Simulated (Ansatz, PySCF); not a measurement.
Donor–acceptor adduct: BGeH5 (SMILES [BH2][GeH3]) (first 7 atoms) with H2O (SMILES O); geometry from B3LYP-D3(BJ)/def2-TZVP.
(charge 0, multiplicity 1):
| atom | x (Å) | y (Å) | z (Å) |
|---|---|---|---|
| B | 1.2228 | 0.2876 | 0.8022 |
| Ge | -0.6192 | -0.0185 | -0.1290 |
| H | 2.0332 | -0.5662 | 0.5876 |
| H | 1.6274 | 1.4131 | 0.7644 |
| H | -0.5644 | 0.0266 | -1.6702 |
| H | -1.2459 | -1.3967 | 0.2370 |
| H | -1.7065 | 1.0102 | 0.2943 |
| O | 0.9414 | 0.0806 | 2.4767 |
| H | 0.5703 | -0.7957 | 2.6521 |
| H | 0.3058 | 0.7356 | 2.7976 |

Monomers are frozen at their geometry in the pair; levels with a basis set take the counterpoise correction. Rows marked so take none.

Frozen-core correlation. Filled d and f shells under p-block atoms count as core. Rows in STO-3G carry no dispersion term and start afresh at each structure; the Pople sets are all-electron and without relativity.

Codes used: Ansatz (Gaussian orbitals); PySCF for STO-3G rows. Values without a source in brackets are computed.

Question: Predict the interaction energy from HF/STO-3G (no counterpoise).

Answer: -2179 meV

Question: Predict the interaction energy from CCSD/aug-cc-pVDZ.

Answer: -855 meV

Question: Give the interaction energy at the level B2PLYP/def2-TZVPPD.

Answer: -1016 meV

Ansatz is a quantum-chemistry and plane-wave program.
